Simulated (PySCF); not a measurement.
# Run times: zinc in cc-pVTZ-DK

Measured wall times of calculations with PySCF 2.14 in cc-pVTZ-DK, with scalar relativity by spin-free X2C-1e, run from one Python driver. Hardware: 1 thread of Neoverse-N1 on a shared host, 1.3 GiB allowed. The two-electron integrals over 68 functions were computed once and kept in memory (1.6 CPU seconds with the set-up); the times below exclude them. Kohn-Sham runs start from converged Hartree-Fock orbitals.

Launch command (the driver calls PySCF for each step listed in the task file):

```bash
OMP_NUM_THREADS=1 python atomrun2.py TASK.json OUT
```

```json
{"species": "Zn⁺ [Ar] 3d10 4s1", "step": "UHF", "iterations": "3", "wall time (s)": "0.57"}
{"species": "Zn⁺ [Ar] 3d10 4s1", "step": "PBE", "iterations": "6", "wall time (s)": "1.3"}
{"species": "Zn⁺ [Ar] 3d10 4s1", "step": "MP2 (11 electrons)", "iterations": "", "wall time (s)": "0.28"}
{"species": "Zn²⁺ [Ar] 3d10", "step": "UHF", "iterations": "1", "wall time (s)": "0.44"}
{"species": "Zn²⁺ [Ar] 3d10", "step": "MN15", "iterations": "6", "wall time (s)": "2.9"}
{"species": "Zn²⁺ [Ar] 3d10", "step": "PBE", "iterations": "6", "wall time (s)": "1.2"}
{"species": "Zn²⁺ [Ar] 3d10", "step": "MP2 (10 electrons)", "iterations": "", "wall time (s)": "0.27"}
```

**Question.** Roughly how long does MN15 take for Zn⁺ [Ar] 3d10 4s1 here?

**Answer.** About 3.4 s.

Peak memory of the process: 0.24 GiB. Times on a shared host vary from run to run.
